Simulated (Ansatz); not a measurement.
The cluster Hg₂S₃. The state is a quintet with charge 0. Geometry r2SCAN-D4/def2-SVP; atoms count from 1.

```csv
atom,x (Å),y (Å),z (Å)
Hg1,2.002,-0.065,-0.661
Hg2,-0.774,0.401,1.921
S3,1.795,0.495,1.841
S4,-1.551,0.520,-1.762
S5,-1.472,-1.351,-1.339
```

In the def2 sets Hg takes a core potential; there is no spin–orbit coupling. In the quintet geometry the species has come apart into loosely held pieces. At PBE0-D4/def2-TZVP a singlet of charge 0 lies 1.56 eV below the quintet, each at its own geometry. The structure comes from a short search, and lower isomers may exist.

**Question.** Estimate the Mulliken populations from the PBE0/def2-TZVP orbitals of Ansatz.

**Answer.** 
```csv
atom,charge (e),spin (α − β),d electrons
Hg1,0.19,0.44,9.96
Hg2,0.19,0.44,9.96
S3,-0.42,1.11,–
S4,0.02,1.00,–
S5,0.02,1.00,–
```
Mulliken values and Mayer orders depend strongly on the basis.

**Question.** Where does the spin sit?

**Answer.** Summed by element: Hg 0.88, S 3.12, of 4 unpaired in all. Largest on single atoms: S3 1.11, S5 1.00, S4 1.00.

**Question.** And the Mayer bond orders between bonded heavy atoms (over 0.3)?

**Answer.** Hg1–S3 0.75 (2.57 Å); Hg2–S3 0.75 (2.57 Å); S4–S5 2.05 (1.92 Å).
